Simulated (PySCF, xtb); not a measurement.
1-chlorobuta-1,2-diene (C₄H₅Cl), SMILES CC=C=CCl.

GFN2-xTB run with xtb 6.7.1 at its own geometry gives an orbital gap of 4.57 eV and a dipole moment of 2.36 D.

The structure is a stationary point at B3LYP-D3(BJ)/def2-SVP.

### Question
What does HF/def2-TZVP (PySCF) give? (An estimate is asked for; the answer gives what the named calculation found.)

### Answer
gap 13.29 eV (levels -9.88 and 3.40 eV), dipole 2.44 D.
